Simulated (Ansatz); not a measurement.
Spin gap between two states, R1 and P1; the higher of the two is an excited state, each structure at its B3LYP-D3(BJ)/def2-TZVP stationary point, reached from a drawn start (curvature not checked).
R1, SiH2 (SMILES [SiH2]) (charge 0, multiplicity 1):
```xyz
3

Si     0.00000     0.00000    -0.70870
H      1.09082     0.00000     0.35440
H     -1.09082     0.00000     0.35440
```
P1, SiH2 (SMILES [SiH2]) (charge 0, multiplicity 3):
```xyz
3

Si     0.0000     0.0000    -0.5066
H      1.2755     0.0000     0.2533
H     -1.2755     0.0000     0.2533
```

P less R. No zero-point or thermal terms; singlets are restricted closed shells; open shells are unrestricted.

Correlated levels freeze the cores.

Run with Ansatz (an electronic-structure program) with Gaussian orbitals. No computed number here is a measurement.

Total energies in hartree:

| structure | PBE/def2-TZVPP | PBE0/def2-TZVPP | CCSD(T)/cc-pV(Q+d)Z |
|---|---|---|---|
| R1 | -290.458217 | -290.486453 | -290.180892 |
| P1 | -290.432480 | -290.462648 | -290.148620 |

### Question
Work out the spin gap at each level in eV (1 hartree = 27.21139 eV), and say how far PBE/def2-TZVPP lies from CCSD(T)/cc-pV(Q+d)Z.

### Answer
- PBE/def2-TZVPP: (-290.432480) − (-290.458217) = 0.025737 hartree = 0.700 eV
- PBE0/def2-TZVPP: (-290.462648) − (-290.486453) = 0.023805 hartree = 0.648 eV
- CCSD(T)/cc-pV(Q+d)Z: (-290.148620) − (-290.180892) = 0.032272 hartree = 0.878 eV
PBE/def2-TZVPP less CCSD(T)/cc-pV(Q+d)Z: -0.178 eV. CCSD(T)/cc-pV(Q+d)Z is the level counted from, the highest shown, and no exact or measured value.
